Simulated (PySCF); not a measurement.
## Ionisation energy of Ti by level of theory

Ti [Ar] 3d2 4s2 (3F) → Ti⁺ [Ar] 3d2 4s1 (4F), as a difference of total energies. Calculation: PySCF 2.14, in aug-cc-pVDZ (7s6p4d2f, 59 functions); the non-relativistic Hamiltonian (point nucleus). Correlated levels: valence: [Ar] frozen. The calculations carry no spin-orbit coupling.

```json
{"method": "UHF", "ionisation energy (eV)": "5.531"}
{"method": "LDA", "ionisation energy (eV)": "6.867"}
{"method": "PBE", "ionisation energy (eV)": "6.630"}
{"method": "PBE0", "ionisation energy (eV)": "6.519"}
{"method": "r2SCAN", "ionisation energy (eV)": "6.346"}
{"method": "BLYP", "ionisation energy (eV)": "6.749"}
{"method": "BHandHLYP", "ionisation energy (eV)": "6.605"}
{"method": "wB97X-V", "ionisation energy (eV)": "6.575"}
{"method": "TPSSh", "ionisation energy (eV)": "6.479"}
{"method": "MP2 (valence)", "ionisation energy (eV)": "6.273"}
{"method": "SCS-MP2 (valence)", "ionisation energy (eV)": "6.425"}
```

Problem. How much does correlation contribute at MP2 (valence)?

Solution. 6.273 − (5.531) = 0.742 eV, measured against UHF.

These non-relativistic numbers lack the scalar-relativistic shift.

Errors of the correlated levels include the incompleteness of this basis and the frozen core.

MP2 underrates the near-degeneracy of ns² with np² in the lower species.

For comparison: 6.828 eV (measured; NIST levels, between the centres of gravity of the two terms).
